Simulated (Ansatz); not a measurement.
C2H6O, charge +1, doublet, at a GFN2-xTB geometry (a state made from the parent by changing its charge; the spin is typed, not shown lowest). Base run: HF/6-31G* (Ansatz, a quantum-chemistry and plane-wave program).

Input for Ansatz:
Ansatz 0.2 input:
```yaml
crystal:
  periodic: [false, false, false]
  atoms:
    - {symbol: C, position_ang: [-1.19094099, 0.21781448, 0.23891101]}
    - {symbol: C, position_ang: [0.04803833, -0.35349676, -0.35038744]}
    - {symbol: O, position_ang: [1.25579202, 0.08279295, 0.05695778]}
    - {symbol: H, position_ang: [-2.07977452, -0.23626278, -0.19233691]}
    - {symbol: H, position_ang: [-1.24684479, 1.30540147, 0.09704701]}
    - {symbol: H, position_ang: [-1.22243436, 0.08766083, 1.32894051]}
    - {symbol: H, position_ang: [0.06353667, -1.47789509, -0.28739423]}
    - {symbol: H, position_ang: [0.03999364, -0.30342599, -1.47551328]}
    - {symbol: H, position_ang: [1.25660309, 0.77627164, 0.74245322]}
basis:
  gaussian:
    orbitals: 6-31G*
hamiltonian:
  xc: hf
total_charge: 1
magnetization: {spin_polarized: true, initial_magnetization: 1}
```

Each row names what was changed in the base input (with any setting that the change needs).

```
change                                                            ΔE vs base (mEh)
----------------------------------------------------------------  ----------------
base                                                                         0.000
forces = on                                                                  0.000
point_charge = charge:-1.0 position_ang:-0.5406, -1.1798, 4.7817            -106.3
fitting.mean_field = cc-pVTZ-JKFIT                                           0.021
point_charge = charge:0.5 position_ang:4.0535, 0.9903, 1.9864               64.374
accuracy = high                                                             -0.001
lower_state_search = off                                                     0.000
nuclear_model = gaussian                                                     0.019
fitting.mean_field = def2-universal-JKFIT                                    0.046
lower_state_search = light                                                   0.000
lower_state_search = full                                                    0.000
```
